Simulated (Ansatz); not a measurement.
C₂H₃B₂Cl, relaxed with RKS PBE0-D4/def2-TZVP in Ansatz from a PBE-D4/def2-SVP geometry. The force threshold is 0.005 eV/Å; the program also tests the step.

Charge 0, multiplicity 1. The bonds changed during the relaxation, so this is another structure than the one it started from.

Start:

```xyz
8

Cl    2.182   -1.287   -0.181
C     0.952   -0.219    0.582
C    -0.429   -0.576    0.519
B    -1.548   -0.186   -0.223
B    -0.025    0.596   -0.411
H     1.380    0.260    1.479
H    -2.673   -0.116   -0.619
H     0.161    1.527   -1.146
```

```csv
step,energy (eV),largest force (eV/Å),largest move (Å)
1,-15988.9162,0.689,0.000
2,-15988.9560,0.407,0.030
3,-15988.9620,0.104,0.013
4,-15988.9626,0.053,0.005
5,-15988.9630,0.045,0.008
6,-15988.9632,0.035,0.007
7,-15988.9633,0.018,0.006
8,-15988.9633,0.009,0.003
9,-15988.9633,0.004,0.001
```

End:

```xyz
8

Cl    2.166   -1.277   -0.163
C     0.948   -0.215    0.572
C    -0.420   -0.573    0.498
B    -1.530   -0.189   -0.211
B    -0.015    0.596   -0.407
H     1.356    0.247    1.463
H    -2.629   -0.095   -0.611
H     0.125    1.508   -1.141
```

Hardware: 2 threads of an Arm Neoverse V2 on a shared host. Wall time 34 s, peak host memory 0.41 GiB.
